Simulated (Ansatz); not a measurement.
Cost and result up the ladder for the cluster Cu8Te (9 atoms). Charge 0, multiplicity 1. Geometry: r2SCAN-D4/def2-SVP.

```xyz
9

Cu   -1.553    0.525    0.876
Cu    1.694    0.630   -0.093
Cu    0.563   -0.389    1.728
Cu   -0.360    1.516   -0.920
Cu    0.286    1.927    1.356
Cu    0.827   -1.580   -0.307
Cu   -1.179   -1.805    0.993
Cu   -1.227   -0.694   -1.135
Te    0.950   -0.130   -2.498
```

Ansatz on 4 threads of Arm Neoverse V1 on a shared host. Times are rough, and most runs start from the orbitals of an earlier one. PBE0-D4/def2-SVP serves as the yardstick here, not as an exact answer. Binding counts from free atoms at the same level (Cu doublet, Te triplet; other spins of the atoms weren't run), without zero-point energy or a counterpoise term.

In the def2 sets Te takes a core potential; there is no spin–orbit coupling. Correlated methods freeze 76 core orbitals; core or outer-core shells of Te are correlated, in sets that lack core-valence functions. The structure comes from a short search, and lower isomers may exist.

Second-order perturbation terms are unreliable where d shells bring near-degenerate states, and here MP2/def2-SVP lies more than 0.4 eV from the median of the functionals without such a term.

Correlated methods converge slowly with the basis, most of all in double-zeta sets.

```json
{"level": "LDA (SPW92)/def2-SVP", "functions": "274", "wall time": "7 s"}
{"level": "PBE-D4/def2-SVP", "functions": "274", "wall time": "13 s"}
{"level": "r2SCAN-D4/def2-SVP", "functions": "274", "wall time": "32 s"}
{"level": "RPA@PBE/def2-SVP", "functions": "274", "wall time": "40 s"}
{"level": "MP2/def2-SVP", "functions": "274", "wall time": "41 s"}
{"level": "PBE0-D4/def2-SVP", "functions": "274", "wall time": "45 s"}
{"level": "BHLYP-D4/def2-SVP (with forces)", "functions": "274", "wall time": "47 s"}
```

Question: Estimate what each level gives for the binding energy per atom (eV).

Answer: 
| level | binding energy per atom (eV) | difference from PBE0-D4/def2-SVP (eV) | remarks |
| --- | --- | --- | --- |
| LDA (SPW92)/def2-SVP | 3.39 | 0.95 | – |
| PBE-D4/def2-SVP | 2.90 | 0.46 | – |
| r2SCAN-D4/def2-SVP | 2.92 | 0.48 | – |
| RPA@PBE/def2-SVP | 1.82 | -0.62 | – |
| MP2/def2-SVP | 2.17 | -0.27 | test for broken spin undecided |
| PBE0-D4/def2-SVP | 2.44 | 0.00 | – |
| BHLYP-D4/def2-SVP (with forces) | 2.02 | -0.42 | – |
